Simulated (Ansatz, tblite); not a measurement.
Cost and result up the ladder for CrCl₃ (4 atoms). Total charge 0; quartet. Geometry: B3LYP-D4/def2-SVP.

```xyz
4

Cr   -0.0026   -0.0648   -0.0053
Cl    1.5354   -0.1571    1.4812
Cl    0.5227    0.1707   -2.0673
Cl   -2.0554    0.0511    0.5914
```

Ansatz on 2 threads of AMD EPYC 7R43 on a shared host; xTB runs through tblite on one thread. Times are rough, summed over both states, and most runs start from the orbitals of an earlier one. No level here is sound enough to serve as a yardstick. The other state is a triplet, and no other spin of it was run.

The xTB rows come from tblite. HOMO above LUMO, or a gap near zero within one spin, warns that the state may not be the lowest or that an electron is smeared out.

Run but left out: HF/def2-TZVP, PBE0-D4/def2-TZVP, BHLYP-D4/def2-TZVP, LC-ωPBE/def2-TZVP, PBE-QIDH/def2-TZVP, MP2/def2-TZVP, CCSD/def2-TZVP, CCSD(T)/def2-TZVP (charge +1 triplet: ⟨S²⟩ 2.33 to 3.80, where a pure state has 2.00); LDA (SPW92)/def2-TZVP (charge +1 triplet: an occupied level 0.15 eV above an empty one).

Raw xTB energies of ions are shifted by several eV, and xTB has no spin-polarisation term.

| level | functions | wall time | vertical IE (eV) | remarks |
| --- | --- | --- | --- | --- |
| GFN1-xTB | 36 | 0.023 s | 14.39 | – |
| GFN2-xTB | 36 | 0.024 s | 13.05 | – |
| PBE-D4/def2-TZVP (with forces) | 156 | 19 s | 9.63 | gap within one spin near zero (+1 triplet), spin-contaminated (⟨S²⟩ 2.14) (+1 triplet) |
| r2SCAN-D4/def2-TZVP | 156 | 48 s | 10.03 | spin-contaminated (⟨S²⟩ 2.24) (+1 triplet) |
| ωB97X-V/def2-TZVP | 156 | 2.1 min | 10.97 | spin-contaminated (⟨S²⟩ 2.24) (+1 triplet) |
